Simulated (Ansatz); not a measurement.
Two isomers of C2H8AlN: A = `CC[NH][AlH2]`, B = `C[N](C)[AlH2]`.

Program: Ansatz. Geometries: PBE0-D4/def2-TZVP. ΔE: electronic, gas phase. CCSD(T)/CBS adds triple-zeta CCSD(T) − MP2 to the extrapolated MP2 energy (def2 sets, frozen cores). This one scheme is used for every species. Functionals use def2-TZVPP. One conformer a species, not always the lowest.

A:

Z-matrix (Å, degrees):
```
C
C 1 1.519
H 1 1.093 2 111.1
H 1 1.093 2 110.7 3 -120.6
H 1 1.094 2 110.8 3 119.8
N 2 1.449 1 113.2 3 -179.6
H 2 1.099 1 109.2 3 -55.9
H 2 1.095 1 109.4 3 59.7
Al 6 1.768 2 128.5 1 -117.0
H 6 1.011 2 111.7 1 61.4
H 9 1.584 6 117.4 2 -0.8
H 9 1.584 6 117.7 2 179.3
```

B:

Z-matrix (Å, degrees):
```
C
N 1 1.443
H 1 1.093 2 110.8
H 1 1.099 2 111.6 3 120.1
H 1 1.099 2 111.5 3 -120.1
C 2 1.443 1 112.3 3 180.0
Al 2 1.772 1 123.8 3 -0.0
H 6 1.099 2 111.6 1 -59.9
H 6 1.093 2 110.8 1 -180.0
H 6 1.099 2 111.5 1 59.9
H 7 1.584 2 117.4 1 180.0
H 7 1.584 2 117.4 1 0.0
```

(1) Which isomer does CCSD(T)/CBS put lower? Give the gap. (An estimate is asked.)

(2) Give E(B) − E(A) in kJ/mol with CCSD(T)/def2-TZVPP, BLYP-D4, PBE0-D4, MP2/def2-TZVPP, CCSD/def2-TZVPP, CCSD(T)/def2-SVP, B2PLYP. (Estimate.)

(3) Does the order hold for the free energy at 298.15 K (harmonic terms from PBE0-D4)? (An estimate is asked.)

Largest T1 diagnostic: 0.012.

## Answers

(1) Ansatz gave: A, by 37.4 kJ/mol.

(2) Ansatz gave: CCSD(T)/def2-TZVPP 35.6, BLYP-D4 31.6, PBE0-D4 35.1, MP2/def2-TZVPP 36.2, CCSD/def2-TZVPP 36.6, CCSD(T)/def2-SVP 31.9, B2PLYP 35.9. None reverses the order clearly.

(3) Computed: Yes: G(B) − G(A) = +39.4 kJ/mol, for one conformer each.

Leaving LDA and LC-ωPBE aside and taking each functional with its dispersion term where it has one, the values, not all of them listed here, spread over 5.1 kJ/mol, from BLYP-D4 to PBE-QIDH. LDA lies −3.2 kJ/mol from PBE without D4. In def2-TZVPP, CCSD(T) changes the Hartree–Fock value by −3.7 kJ/mol (the triples alone add −1.0 kJ/mol) and MP2 by −3.1 kJ/mol.
